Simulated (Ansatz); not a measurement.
# Energy profile

The step: SiNH₃OF₂ ([NH2][Si]([OH])([F])[F]) → SiOF₂ ([O][Si]([F])[F]) + NH₃ (still joined by a long Si–N bond); bonds formed: N2–H4; bonds broken: O3–H4; bonds weakened to dative contacts: Si1–N2 (atoms numbered as in the saddle structure below).

Si1  (-0.806, 0.223, 0.214)
N2  (0.942, -0.179, -0.137)
O3  (-1.205, -0.642, -1.020)
H4  (0.184, -0.712, -0.955)
F5  (-0.973, 1.794, 0.217)
F6  (-1.143, -0.227, 1.689)
H7  (1.444, -0.799, 0.485)
H8  (1.557, 0.542, -0.492)
(Å)

Electronic energies by CCSD(T) at an estimated basis limit (MP2 extrapolated from triple and quadruple zeta, plus CCSD(T) − MP2 in triple zeta), on PBE0-D4/def2-TZVP structures; SiNH3OF2, closed shell; no counterpoise correction. Program: Ansatz 0.2.0. Basis: def2-TZVPP and def2-QZVPP. Cores are frozen in the correlated methods. Extrapolation: Hartree–Fock as exp(−7.88 √X), correlation as X^−2.97.

**Question.** Give the profile in kcal/mol, counted from the start structure. (An estimate is asked for; the value comes from the calculation.)

**Answer.** By the calculation:
| point | kcal/mol |
| --- | --- |
| start structure | 0.00 |
| saddle | 44.98 |
| end structure | 29.20 |
| separated: SiOF2 (linked as [O][Si]([F])[F]; Si1, O3, F5, F6; singlet) + NH3 (N2, H4, H7, H8; singlet) | 73.29 |

T1 diagnostic: at most 0.016. The end structure is not quite a true minimum (one mode of 79i cm⁻¹).

For scale, one of the runs: CCSD(T)/def2-TZVPP, 208 basis functions, launched by `ansatz run in.yaml --threads 4 --pin off --events-out ev --progress --plain --max-ram 9574MiB`. Hardware: 4 CPU threads of an Arm Neoverse V1, shared host. Wall time 76 s; peak host memory 3 GiB.
